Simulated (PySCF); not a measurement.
C4H5, charge -1, singlet, geometry from GFN2-xTB. Base run: HF/aug-cc-pVDZ (PySCF).

The PySCF input:
```python
from pyscf import gto, scf

mol = gto.Mole()
mol.atom = '''
    C    -0.02689703    0.01898413    2.00101260
    C    -0.00904766   -0.04049079    0.66114669
    C     0.00789498   -0.42450959   -0.53346907
    C     0.02444904    0.23607485   -1.86598431
    H    -0.95631018    0.02398960    2.57125672
    H     0.88696065    0.03044252    2.59575182
    H    -0.01375398    1.34661131   -1.85047335
    H     0.93433358   -0.04072948   -2.41968026
    H    -0.82962597   -0.10066542   -2.47309051
'''
mol.basis = 'aug-cc-pvdz'
mol.charge = -1
mol.verbose = 4
mol.build()

mf = scf.RHF(mol)
mf.kernel()
```

Each row names what was changed in the base input (with any setting that the change needs).

```json
[
 {"change": "base", "ΔE vs base (µEh)": "0.0", "fitting functions": "-"},
 {"change": "auxbasis = def2-tzvp-ri", "ΔE vs base (µEh)": "…", "fitting functions": "…"},
 {"change": "auxbasis = even-tempered beta=2.0", "ΔE vs base (µEh)": "8.8", "fitting functions": "862"},
 {"change": "auxbasis = def2-svp-ri", "ΔE vs base (µEh)": "…", "fitting functions": "…"},
 {"change": "only_dfj = on; auxbasis = def2-universal-jfit", "ΔE vs base (µEh)": "-353", "fitting functions": "251"},
 {"change": "auxbasis = even-tempered beta=1.6", "ΔE vs base (µEh)": "5.9", "fitting functions": "1240"},
 {"change": "auxbasis = cc-pvdz-jkfit", "ΔE vs base (µEh)": "177", "fitting functions": "395"},
 {"change": "auxbasis = even-tempered beta=3.0", "ΔE vs base (µEh)": "2.9", "fitting functions": "580"},
 {"change": "auxbasis = autoaux", "ΔE vs base (µEh)": "…", "fitting functions": "…"},
 {"change": "auxbasis = default (with mf = mf.density_fit())", "ΔE vs base (µEh)": "182", "fitting functions": "504"}
]
```

Problem. What belongs in the gaps?

Solution. 
- auxbasis = def2-tzvp-ri, ΔE vs base (µEh): -99.2
- auxbasis = def2-tzvp-ri, fitting functions: 379
- auxbasis = def2-svp-ri, ΔE vs base (µEh): -2470
- auxbasis = def2-svp-ri, fitting functions: 262
- auxbasis = autoaux, ΔE vs base (µEh): 103
- auxbasis = autoaux, fitting functions: 807

A fitting set is made for a task (jfit for Coulomb, jkfit for Coulomb and exchange, ri for correlation) and for a family of orbital bases.
